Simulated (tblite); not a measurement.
Species: C7H8P (charge -1).
Bonds: C1–C2 (double), C2–C3, C3–P4 (aromatic), P4–C5 (aromatic), C5–C6 (aromatic), C6–C7 (aromatic), C7–C8, C3–C7 (aromatic). Hydrogens: H9, H10 on C1; H11 on C2; H12 on C5; H13 on C6; H14, H15, H16 on C8.
Bond orders are those of one Lewis drawing.

Computed with GFN2-xTB (tblite), gas phase: L-BFGS steps from a force-field or distance-geometry start until the largest atomic force falls under 0.01 eV/Å.

Step 13: E = -591.5819 eV
```
atom  x, y, z in Å  |  force x, y, z in eV/Å
C1      2.8075   -0.6712    0.1878    0.003   0.007  -0.003
C2      1.7023    0.0668    0.0484    0.017  -0.018  -0.002
C3      0.3623   -0.4374    0.0749    0.053  -0.031  -0.010
P4     -0.0256   -2.1546    0.2851    0.002  -0.050   0.018
C5     -1.7138   -1.7796    0.1807    0.020   0.007  -0.007
C6     -1.9569   -0.4303   -0.0023   -0.003   0.051  -0.005
C7     -0.7975    0.3391   -0.0629    0.066  -0.001   0.011
C8     -0.8144    1.8271   -0.2767   -0.021   0.007   0.001
H9      2.7207   -1.7374    0.3294    0.050   0.043  -0.001
H10     3.8058   -0.2548    0.1656   -0.043   0.019  -0.010
H11     1.8032    1.1419   -0.1009    0.066  -0.042   0.008
H12    -2.4790   -2.5406    0.2530   -0.046   0.016   0.002
H13    -2.9518   -0.0117   -0.0877   -0.090   0.033  -0.005
H14    -0.8717    2.0717   -1.3431   -0.010  -0.006  -0.004
H15     0.0809    2.3043    0.1221   -0.024  -0.018   0.023
H16    -1.6796    2.2757    0.2153   -0.041  -0.015  -0.015
```

Step 14: E = -591.5830 eV
```
atom  x, y, z in Å  |  force x, y, z in eV/Å
C1      2.8073   -0.6729    0.1877    0.035   0.005   0.000
C2      1.7016    0.0643    0.0487    0.054  -0.013  -0.008
C3      0.3624   -0.4388    0.0736    0.035  -0.018   0.002
P4     -0.0261   -2.1551    0.2861   -0.024  -0.052   0.013
C5     -1.7143   -1.7777    0.1812    0.025  -0.013  -0.012
C6     -1.9566   -0.4286   -0.0039    0.013   0.014   0.016
C7     -0.7962    0.3393   -0.0630    0.029  -0.010   0.000
C8     -0.8164    1.8261   -0.2769   -0.003   0.050   0.000
H9      2.7295   -1.7399    0.3304    0.023   0.054  -0.006
H10     3.8033   -0.2515    0.1643   -0.028   0.019  -0.007
H11     1.8068    1.1392   -0.1005    0.045  -0.044   0.008
H12    -2.4807   -2.5376    0.2525   -0.042   0.014   0.004
H13    -2.9518   -0.0116   -0.0867   -0.100   0.051  -0.013
H14    -0.8711    2.0724   -1.3430   -0.019  -0.012  -0.006
H15     0.0763    2.3060    0.1231    0.005  -0.015   0.032
H16    -1.6818    2.2751    0.2149   -0.047  -0.029  -0.023
```

Task: Estimate the geometry and energy of step 15. (The exact step hangs on the optimiser's Hessian estimate; all steps are aligned on step 14, rigid shifts and turns removed.)

Result: E = -591.5840 eV, largest force 0.076 eV/Å
```
atom  x, y, z in Å  |  force x, y, z in eV/Å
C1      2.8078   -0.6744    0.1877    0.059   0.004   0.002
C2      1.7019    0.0616    0.0489    0.063  -0.010  -0.012
C3      0.3632   -0.4404    0.0724    0.000  -0.004   0.012
P4     -0.0268   -2.1563    0.2873   -0.041  -0.035   0.005
C5     -1.7145   -1.7759    0.1814    0.005  -0.029  -0.014
C6     -1.9563   -0.4268   -0.0051    0.006  -0.005   0.029
C7     -0.7945    0.3395   -0.0632   -0.010  -0.019  -0.008
C8     -0.8182    1.8260   -0.2770    0.012   0.059   0.001
H9      2.7381   -1.7412    0.3313   -0.001   0.040  -0.006
H10     3.8006   -0.2480    0.1630    0.011   0.025  -0.005
H11     1.8111    1.1361   -0.1000    0.023  -0.033   0.005
H12    -2.4832   -2.5345    0.2521   -0.027   0.019   0.006
H13    -2.9532   -0.0107   -0.0859   -0.058   0.046  -0.015
H14    -0.8709    2.0727   -1.3431   -0.023  -0.013  -0.005
H15     0.0722    2.3073    0.1248    0.027  -0.005   0.037
H16    -1.6848    2.2740    0.2141   -0.046  -0.040  -0.031
```

The energy changes by -0.0010 eV. The first-order estimate −F·Δx gives -0.0014 eV and the mean of the old and new forces, exact on a quadratic surface, -0.0010 eV. The step makes an angle of 63° with the force vector and moves no atom by more than 0.009 Å.

The cost below is that of the whole relaxation. Hardware: one thread, Arm Neoverse V1 (aarch64), no GPU, shared host with 32 logical CPUs at a one-minute load of 7.9. Cost: 0.44 s of wall time.
